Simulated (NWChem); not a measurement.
Everything below was run with NWChem. System: HSi, charge 0, spin multiplicity 2, at a geometry optimised with UPBE0/def2-SVP. The structure started from a generated list of species. Its SCF solution wasn't tested for a lower state. Level: UMP2/cc-pVQZ, 5 core orbitals frozen.

The NWChem input:

```
start mol
memory heap 200 mb stack 900 mb global 1100 mb
geometry units angstroms nocenter noautoz
  Si     0.000000     0.000000     0.102678
  H      0.000000     0.000000    -1.437486
  symmetry group C2v
end
basis spherical
  * library cc-pvqz
end
scf
  uhf
  nopen 1
  maxiter 100
  thresh 1e-7
  semidirect memsize 60000000 filesize 0
  # guess.movecs holds the orbitals of an unrestricted PBE0 run
  vectors input guess.movecs output mol.movecs
end
mp2
  freeze core 5
end
task mp2 energy
```

Part of the output:

```
             Northwest Computational Chemistry Package (NWChem) 7.3.0
             --------------------------------------------------------

                                NWChem Input Module
                                -------------------

 Scaling coordinates for geometry "geometry" by  1.889725989
 (inverse scale =  0.529177249)

 Turning off AUTOSYM since
 SYMMETRY directive was detected!

                             Geometry "geometry" -> ""
                             -------------------------

 Output coordinates in angstroms (scale by  1.889725989 to convert to a.u.)

  No.       Tag          Charge          X              Y              Z
 ---- ---------------- ---------- -------------- -------------- --------------
    1 Si                  14.0000     0.00000000     0.00000000     0.10267800
    2 H                    1.0000     0.00000000     0.00000000    -1.43748600

 Effective nuclear repulsion energy (a.u.)       4.8101900096

            Nuclear Dipole moment (a.u.)
            ----------------------------
        X                 Y               Z
 ---------------- ---------------- ----------------
     0.0000000000     0.0000000000     0.0000113384

      Symmetry information
      --------------------

 Group name             C2v
 Group number             16
 Group order               4
 No. of unique centers     2

      Symmetry unique atoms

     1    2


 Summary of "ao basis" -> "" (spherical)
 ------------------------------------------------------------------------------
       Tag                 Description            Shells   Functions and Types
 ---------------- ------------------------------  ------  ---------------------
 *                          cc-pvqz                   on all atoms

 Summary of "ao basis" -> "ao basis" (spherical)
 ------------------------------------------------------------------------------
       Tag                 Description            Shells   Functions and Types
 ---------------- ------------------------------  ------  ---------------------
 Si                         cc-pvqz                 17       59   6s5p3d2f1g
 H                          cc-pvqz                 10       30   4s3p2d1f

                                 NWChem SCF Module
                                 -----------------

  ao basis        = "ao basis"
  functions       =    89
  atoms           =     2
  alpha electrons =     8
  beta  electrons =     7
  charge          =   0.00
  wavefunction    = UHF
  use symmetry    = T
  symmetry adapt  = T

 Summary of "ao basis" -> "ao basis" (spherical)
 ------------------------------------------------------------------------------
       Tag                 Description            Shells   Functions and Types
 ---------------- ------------------------------  ------  ---------------------
 Si                         cc-pvqz                 17       59   6s5p3d2f1g
 H                          cc-pvqz                 10       30   4s3p2d1f

      Symmetry analysis of basis
      --------------------------

        a1         37
        a2         10
        b1         21
        b2         21

 Forming initial guess at       0.1s

   Symmetry analysis of molecular orbitals - initial alpha
   -------------------------------------------------------

  Numbering of irreducible representations:

     1 a1          2 a2          3 b1          4 b2

  Orbital symmetries:

     1 a1          2 a1          3 b2          4 b1          5 a1
     6 a1          7 a1          8 b1          9 b2         10 a1
[...]
  --------------------------------------

    Atom       Charge   Shell Charges
 -----------   ------   -------------------------------------------------------
    1 Si  14     7.43   1.00  0.99 -0.02  0.19  0.54  0.23  2.96  0.03  0.37  0.79  0.30  0.02  0.02  0.01  0.00  0.00  0.00
    2 H    1     0.57   0.03  0.14  0.28  0.10  0.00  0.00  0.01  0.00  0.00  0.00

   Mulliken analysis of the beta density
   -------------------------------------

    Atom       Charge   Shell Charges
 -----------   ------   -------------------------------------------------------
    1 Si  14     6.41   1.00  0.98 -0.01  0.20  0.50  0.23  3.00 -0.02  0.16  0.26  0.07  0.01  0.02  0.01  0.00  0.00  0.00
    2 H    1     0.59   0.03  0.14  0.30  0.11  0.00  0.00  0.01  0.00  0.00  0.00

   Mulliken analysis of the spin density
   -------------------------------------

    Atom       Charge   Shell Charges
 -----------   ------   -------------------------------------------------------
    1 Si  14     1.02   0.00  0.01 -0.01 -0.01  0.05  0.00 -0.04  0.05  0.21  0.53  0.23  0.01  0.00  0.00 -0.00 -0.00 -0.00
    2 H    1    -0.02  -0.00 -0.00 -0.02 -0.01  0.00  0.00  0.00  0.00  0.00  0.00

       Multipole analysis of the density wrt the origin
       ------------------------------------------------

     L   x y z        total         alpha         beta         nuclear
     -   - - -        -----         -----         ----         -------
     0   0 0 0     -0.000000     -8.000000     -7.000000     15.000000

     1   1 0 0      0.000000      0.000000     -0.000000      0.000000
     1   0 1 0      0.000000      0.000000      0.000000      0.000000
     1   0 0 1     -0.072144     -0.018498     -0.053657      0.000011

     2   2 0 0    -12.445628     -9.224268     -3.221359      0.000000
     2   1 1 0     -0.000000      0.000000     -0.000000      0.000000
     2   1 0 1     -0.000000     -0.000000     -0.000000      0.000000
     2   0 2 0     -8.745505     -5.152678     -3.592827      0.000000
     2   0 1 1     -0.000000     -0.000000     -0.000000      0.000000
     2   0 0 2    -12.586111    -10.861596     -9.630725      7.906211

                   NWChem MP2 Semi-direct Energy/Gradient Module
                   ---------------------------------------------

  Basis functions       =     89
  Molecular orbitals    =     89
  Frozen core           =      5
  Frozen virtuals       =      0
  Active alpha occupied =      3
  Active beta occupied  =      2
  Active alpha virtual  =     81
  Active beta virtual   =     82
  Use MO symmetry       = T
  Use skeleton AO sym   = T

  AO/Fock/Back tols     =   1.0D-09  1.0D-09  1.0D-09

 GA uses MA = F    GA memory limited = T

 Available:
  local mem=  1.26D+08
 global mem=  1.44D+08
 local disk=  0.00D+00
  mp2_memr nvloc                    81
  nvloc new                    81
   1 passes of   3:        7340032                      36235                   3322555.
   1 passes of   3: M    126152393           G      144163358           F     118812361.

 Semi-direct pass number   1 of   1  for UHF alpha       at        3.1s
  vrange nnbf                  4005
  mp2_eaftype                    12  avail_ma_in_mb                  1099
 EAF : mp2_eaftype filesize          12    1661277.
  mp2_eaf for mointskh                     12
Node 0 wrote      7.8 Mb in      0.0 s     Agg I/O rate:   603.1 Mb/s
 Done moints_semi at        6.9s
  mp2_eaftype                    12  avail_ma_in_mb                  1087
 EAF : mp2_eaftype filesize          12    1661277.
  mp2_eaf for kh                    12
 Done maket at        6.9s
 Done multipass loop at        6.9s

 GA uses MA = F    GA memory limited = T

 Available:
  local mem=  1.26D+08
 global mem=  1.44D+08
 local disk=  0.00D+00
  mp2_memr nvloc                    82
  nvloc new                    82
   1 passes of   2:        7340032                      29708                   2246812.
   1 passes of   2: M    126152393           G      144163358           F     118812361.

 Semi-direct pass number   1 of   1  for UHF beta        at        7.0s
  vrange nnbf                  4005
  mp2_eaftype                    10  avail_ma_in_mb                  1099
 EAF : mp2_eaftype filesize          10    1123406.
  mp2_eaf for mointskh                     10
Node 0 wrote      5.3 Mb in      0.0 s     Agg I/O rate:   490.3 Mb/s
 Done moints_semi at       10.5s
  mp2_eaftype                    10  avail_ma_in_mb                  1089
 EAF : mp2_eaftype filesize          10    1123406.
  mp2_eaf for kh                    10
 Done maket at       10.5s
 Done multipass loop at       10.5s

          -------------------------------------------
          SCF energy                -289.441639755935
          Correlation energy          -0.086108205544
          Singlet pairs                0.000000000000
          Triplet pairs                0.000000000000
          Total MP2 energy          -289.527747961479
          -------------------------------------------

          ---------------------------------------------------
                    Spin Component Scaled (SCS) MP2
          Same spin pairs                     -0.010001607803
          Same spin scaling factor             0.333333333333
          Opposite spin pairs                 -0.076106597741
          Opposite spin scaling fact.          1.200000000000
          SCS-MP2 correlation energy          -0.094661786557
          Total SCS-MP2 energy              -289.536301542492
          ---------------------------------------------------

 -----------------------
 Performance information
 -----------------------

 Timer overhead =  1.65D-07 seconds/call

               Nr. of calls         CPU time (s)                 Wall time (s)                GFlops
             ---------------    -------------------     ------------------------------   -------------------
Name         Min   Avg   Max    Min     Avg     Max     Min     Avg     Max   Mx/calls   Min     Max     Sum
mp2: moin     2     2     2    7.3     7.3     7.3      7.3     7.3     7.3     3.7      0.0     0.0     0.0
mp2: make     2     2     2   3.35E-2 3.35E-2 3.35E-2  3.35E-2 3.35E-2 3.35E-2 1.68E-2   0.0     0.0     0.0
mp2: tota     1     1     1    7.5     7.5     7.5      7.5     7.5     7.5     7.5      0.0     0.0     0.0

 The average no. of pstat calls per process was 5.00D+00
 with a timing overhead of 8.24D-07s

 Task  times  cpu:       10.5s     wall:       10.5s

 Total times  cpu:       10.6s     wall:       10.6s
```
